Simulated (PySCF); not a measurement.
**Excitation energy of P by level of theory**

P [Ne] 3s2 3p3 (4S) → P [Ne] 3s1 3p3 4s1 (6S), as a difference of total energies. Computed with PySCF 2.14 in aug-cc-pwCVTZ, with the non-relativistic Hamiltonian (point nucleus). Correlated levels: valence: [Ne] frozen; valence and next inner shell: 1s2 frozen; nothing frozen. The calculations carry no spin-orbit coupling.

| method | excitation energy (eV) |
| --- | --- |
| UHF | 10.699 |
| LDA | 12.694 |
| PBE | 12.625 |
| PBE0 | 12.529 |
| r2SCAN | 12.161 |
| B97-3 | 12.907 |
| TPSSh | 12.726 |
| PBEsol | 12.492 |
| PW91 | 12.642 |
| MP2 (valence) | 12.163 |
| SCS-MP2 (valence) | 12.656 |
| MP2 (valence and next inner shell) | 12.349 |
| SCS-MP2 (valence and next inner shell) | 12.792 |
| MP2 (all electrons) | 12.345 |
| SCS-MP2 (all electrons) | 12.790 |

Task: How much does correlation contribute at MP2 (all electrons)?

Result: 12.345 − (10.699) = 1.646 eV, measured against UHF.

The upper state lies above the first ionisation limit, but in LS coupling its spin forbids autoionisation to the ground ion. A Rydberg-like electron needs more diffuse functions than a valence basis has.

The promoted electron is Rydberg-like, and one or two diffuse shells describe it only roughly, which tends to raise the upper state.
